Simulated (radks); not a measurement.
Question: Be+, configuration [He] 2s0.5 2p0.5 (fractional occupations, a model configuration). Calculated with a radial shooting solver on a logarithmic mesh with Libxc functionals: Dirac Kohn-Sham, PBE, spin-unpolarised, spherical densities, point nucleus; open shells fill j = l - 1/2 first. Some entries of the table are withheld. Estimate them.

orbital  occ.  eigenvalue (eV)  <r^2> (bohr^2)  <1/r> (bohr^-1)
1s1/2       2        -118.0453          0.2400              (1)
2s1/2     0.5         -13.7262             (2)              (3)
2p1/2     0.5              (4)             (5)           0.5364
2p3/2       0              (6)             (7)           0.5363

Answer: 
(1) 1s1/2 <1/r> (bohr^-1): 3.670
(2) 2s1/2 <r^2> (bohr^2): 6.207
(3) 2s1/2 <1/r> (bohr^-1): 0.6204
(4) 2p1/2 eigenvalue (eV): -9.8178
(5) 2p1/2 <r^2> (bohr^2): 7.056
(6) 2p3/2 eigenvalue (eV): -9.8162
(7) 2p3/2 <r^2> (bohr^2): 7.059
